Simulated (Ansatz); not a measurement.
`[SiH3][O][Ge][Cl]`, relaxed with RKS PBE0-D4/def2-TZVP in the Gaussian-basis code of Ansatz from a PBE-D4/def2-SVP geometry. The force threshold is 0.005 eV/Å; the program also tests the step.

Charge 0, multiplicity 1.

Start:

```xyz
7

Si    0.053   -0.350    0.910
O     0.188    1.069   -0.004
Ge    0.101    1.705   -1.681
Cl   -0.393   -0.158   -2.818
H     1.245   -0.429    1.821
H    -1.199   -0.268    1.738
H     0.004   -1.569    0.034
```

Q: By how much does the energy fall, and how many steps does the optimiser take? (Best estimate.)

A: Ansatz gave: 7.09 kJ/mol, in 17 steps, 1 of them rejected.

Q: Which bonds change most? (Best estimate.)

A: The calculation gave: Si1–O2 from 1.693 to 1.655 Å; O2–Ge3 from 1.796 to 1.768 Å; Ge3–Cl4 from 2.238 to 2.210 Å; Si1–H6 from 1.503 to 1.484 Å.

Q: Give the relaxed structure. (Estimate.)

A: Computed: 
```xyz
7

Si    0.156   -0.366    0.834
O     0.603    0.937   -0.082
Ge    0.276    1.600   -1.688
Cl   -1.136    0.069   -2.428
H     0.868   -0.256    2.131
H    -1.310   -0.355    1.071
H     0.543   -1.631    0.161
```
